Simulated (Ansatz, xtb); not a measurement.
Ranking isomers of C5H5N3

3 gas-phase structures of C5H5N3, from a drawn sample of its isomers (lower ones may exist). Each was relaxed with GFN2-xTB:

A. `C#Cc1n[nH]cc1N`, a singlet
B. `C#Cc1[nH]ncc1N`, a singlet
C. `C#Cn1cc(N)cn1`, a singlet

Estimate their order in r2SCAN-D4/def2-SVP energy at these geometries, lowest first.

Calculated order at r2SCAN-D4/def2-SVP: B (0.000), A (0.095), C (0.767) eV.

Energies above the lowest of each column, in eV; the last columns are at PBE0-D3(BJ)/def2-SVP geometries:

```tsv
structure	GFN2-xTB	HF/STO-3G	r2SCAN-D4/def2-SVP	PBE0-D3(BJ)/def2-SVP	CCSD(T)/def2-SVP + ΔMP2/def2-TZVPP
B	0.000	0.000	0.000	0.000	0.000
A	0.093	0.058	0.095	0.082	0.036
C	0.015	0.489	0.767	0.727	0.696
```

Every level run on B puts it lowest or level with the lowest. Flexible structures stand in one conformer each, not always the lowest. ΔMP2 is the change of the MP2 energy from the smaller to the larger basis.

Programs: Ansatz 0.2.0, xtb 6.7.1.
